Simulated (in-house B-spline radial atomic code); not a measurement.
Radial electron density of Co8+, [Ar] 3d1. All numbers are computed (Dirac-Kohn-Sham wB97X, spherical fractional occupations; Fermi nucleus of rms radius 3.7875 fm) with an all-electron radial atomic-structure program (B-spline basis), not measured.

Caution: exact exchange at fractional occupations of open shells leaves self-interaction of up to several eV.

Columns: r (bohr), 4πr²n(r) (electrons per bohr), bar.

```
  0.0021    0.751 #
 0.00249    1.027 #
 0.00296    1.405 ##
 0.00352    1.915 ##
 0.00419    2.599 ###
 0.00499    3.506 ####
 0.00593    4.675 ######
 0.00705    6.178 #######
 0.00839    8.084 ##########
 0.00997    10.41 #############
  0.0119    13.28 ################
  0.0141    16.45 ####################
  0.0168    20.08 ########################
  0.0199    23.71 #############################
  0.0237     27.3 #################################
  0.0282     30.3 ####################################
  0.0336    32.29 #######################################
  0.0399    32.87 ########################################
  0.0475    31.99 #######################################
  0.0564    29.98 ####################################
  0.0671    27.63 #################################
  0.0798    26.12 ###############################
  0.0949    26.51 ################################
   0.113    29.17 ###################################
   0.134    33.08 ########################################
    0.16     36.4 ############################################
    0.19    36.55 ############################################
   0.226    32.38 #######################################
   0.269    24.92 ##############################
   0.319    17.42 #####################
    0.38     12.8 ###############
   0.452    12.41 ###############
   0.537    14.32 #################
   0.639    15.25 ##################
    0.76    13.24 ################
   0.904    9.017 ###########
    1.07    4.817 ######
    1.28    1.804 ##
    1.52   0.4965 #
    1.81  0.09703 
    2.15  0.01314 
    2.56 0.001057
```

On this grid the curve has 3 maxima, near 0.0399, 0.19, 0.639 bohr.

The 3d3/2 radial function P(r) = rR(r), positive near the nucleus, with its small component Q(r) (sign convention: Q ≈ (P' + κP/r)/2c):

| r (bohr) | P | Q |
| --- | --- | --- |
| 0.0199 | 0.001793 | 0.001519 |
| 0.0282 | 0.004675 | 0.002791 |
| 0.0399 | 0.01185 | 0.00495 |
| 0.0564 | 0.02897 | 0.008385 |
| 0.0798 | 0.06767 | 0.0134 |
| 0.113 | 0.1485 | 0.0198 |
| 0.16 | 0.2992 | 0.02633 |
| 0.226 | 0.538 | 0.03047 |
| 0.319 | 0.842 | 0.02952 |
| 0.452 | 1.112 | 0.02252 |
| 0.639 | 1.176 | 0.01192 |
| 0.904 | 0.9272 | 0.003049 |
| 1.28 | 0.4914 | -0.0008101 |
| 1.81 | 0.1525 | -0.0006734 |
| 2.56 | 0.02264 | -0.0001504 |
